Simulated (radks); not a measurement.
Coulomb parameter of the 4f shell of neutral neodymium in the model configuration [Xe] 4f3 6s2 6p1, as a second difference U = [E(n + 0.5) + E(n - 0.5) - 2 E(n)] / (0.5)^2 with all orbitals relaxed. "Bare": the charge of the atom changes with n. "Screened": the 6p shell takes up the change at fixed total charge, which measures U(4f,4f) + U(6p,6p) - 2 U(4f,6p). All-electron calculation, Dirac Kohn-Sham, PBE, spin-unpolarised, spherical densities, point nucleus; open shells are shared between the two j in proportion to 2j + 1. Program: a radial shooting solver on a logarithmic mesh with Libxc functionals.

case,configuration,E - E(n) (eV)
start,[Xe] 4f3 6s2 6p1,0.000
bare +0.5,[Xe] 4f3.5 6s2 6p1,-3.365
bare -0.5,[Xe] 4f2.5 6s2 6p1,6.816
screened +0.5,[Xe] 4f3.5 6s2 6p0.5,-2.902
screened -0.5,[Xe] 4f2.5 6s2 6p1.5,4.984

U(bare) = 13.805 eV, U(screened by 6p) = 8.325 eV, against the Slater integral F0(4f,4f) = 25.584 eV with frozen orbitals. The step up makes a negative ion, whose loosely bound charge lowers the bare value.
